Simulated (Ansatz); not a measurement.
Geometry optimisation of CuBr2⁺.

```yaml
crystal:
  periodic: [false, false, false]
  atoms:
    - {symbol: Cu, position_ang: [0.000005, 0.000008, 0.000001]}
    - {symbol: Br, position_ang: [-0.015555, -0.019559, 2.218436]}
    - {symbol: Br, position_ang: [0.015550, 0.019561, -2.218437]}
basis:
  gaussian: {orbitals: def2-TZVP}
total_charge: 1
magnetization: {spin_polarized: true, initial_magnetization: 2}
hamiltonian: {xc: pbe, dispersion: d4}
scf: {lower_state_search: "off"}
output: {orbitals: {seedname: orbitals}}
relax: {f_tol: 0.02, max_steps: 100}
```

```sh
$ ansatz run in.yaml --threads 4 --pin off --events-out ev --progress --plain --max-ram 3916MiB
```

Output, abridged:

```
Functional definition: PBE
mean field -184698.50390254 eV, -6787.5448252760 hartree, gradient 1.5e-6 eV, S^2 2.003755; 0 other end points of the search recorded, 0 dependent functions left out
relax step   1: F+E_penalty+E_count = -184698.58378466 eV  Δ(F+E_penalty+E_count) = +0.000e0 eV  max|allowed force component| = 1.212e-1 eV/Å  Δτ_max = 0.0000 Å  (21 SCF iters, accepted)
mean field -184698.50485306 eV, -6787.5448602069 hartree, gradient 2.8e-6 eV, S^2 2.003764; 0 other end points of the search recorded, 0 dependent functions left out
relax step   2: F+E_penalty+E_count = -184698.58496260 eV  Δ(F+E_penalty+E_count) = -1.178e-3 eV  max|allowed force component| = 4.246e-2 eV/Å  Δτ_max = 0.0072 Å  (25 SCF iters, accepted)
mean field -184698.50489112 eV, -6787.5448616057 hartree, gradient 2.8e-6 eV, S^2 2.003769; 0 other end points of the search recorded, 0 dependent functions left out
relax step   3: F+E_penalty+E_count = -184698.58512278 eV  Δ(F+E_penalty+E_count) = -1.602e-4 eV  max|allowed force component| = 8.169e-4 eV/Å  Δτ_max = 0.0038 Å  (25 SCF iters, accepted)
Total energy: -184698.58516021 eV, -6787.5478114401 hartree
Atom 0 at     0.000002     0.000006     0.000001 Å, force    -0.000003    -0.000002    -0.000000 eV/Å
Atom 1 at    -0.015477    -0.019461     2.207430 Å, force    -0.000004    -0.000006     0.000817 eV/Å
Atom 2 at     0.015474     0.019465    -2.207431 Å, force     0.000007     0.000008    -0.000817 eV/Å
Dipole moment:     0.000001     0.000001     0.000000 e Å
Checks for a lower state left out: stability, starts, cluster_reference, orbital_swaps, neighbouring_geometries, increment
```

Hardware: 4 threads of Arm Neoverse N1 on a shared host. Wall time 8.5 s.
